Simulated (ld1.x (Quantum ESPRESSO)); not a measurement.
## S TM: all-electron and pseudo phase curves

```json
{
 "Element": "S",
 "Generator": "ld1.x (Quantum ESPRESSO) 7.5",
 "Type": "norm-conserving Troullier–Martins (Kleinman–Bylander form)",
 "Functional": "LDA (PZ)",
 "Relativity": "scalar-relativistic",
 "Frozen core": "[Ne]",
 "Valence charge": "6",
 "Reference configuration": "3s2 3p3.5 (charge +0.5)",
 "Partial waves": "3p (bound): rc 1.15 bohr; 3s (bound): rc 1.15 bohr",
 "Local potential": "the s channel",
 "Core correction": "none"
}
```

The phase is arctan(r·u′/u) with u = r·R(r), unwrapped; energies in Ry, scanned from -4 to 5 Ry. A pole is an energy at which the radial function vanishes at the test radius. The pseudo phase is shifted by a multiple of π to meet the all-electron one at the reference energy, and phase errors are pseudo minus all-electron; the curves can meet again beyond the range given. Levels narrower than the energy grid can be missing from the lists of poles.

| channel | radius (bohr) | reference energy (Ry) | poles, all-electron | poles, pseudo | unbroken range about the reference energy with phases within 0.05 rad | phase error 1 Ry above the reference energy (rad) |
| --- | --- | --- | --- | --- | --- | --- |
| s | 1.25 | -1.64 | none | none | below 1.0 | -0.010 |
| p | 1.25 | -0.87 | none | none | below 1.0 | -0.011 |

Phases in the s channel:

```csv
E (Ry),all-electron,pseudo
-4.00,0.970,0.961
-3.52,0.907,0.900
-3.04,0.829,0.823
-2.56,0.729,0.726
-2.08,0.601,0.600
-1.60,0.436,0.436
-1.12,0.229,0.227
-0.64,-0.013,-0.023
-0.16,-0.271,-0.292
0.32,-0.511,-0.546
0.80,-0.713,-0.760
1.28,-0.874,-0.929
1.76,-1.000,-1.060
2.24,-1.098,-1.162
2.72,-1.175,-1.243
3.20,-1.237,-1.309
3.68,-1.288,-1.364
4.16,-1.330,-1.410
4.64,-1.365,-1.451
```
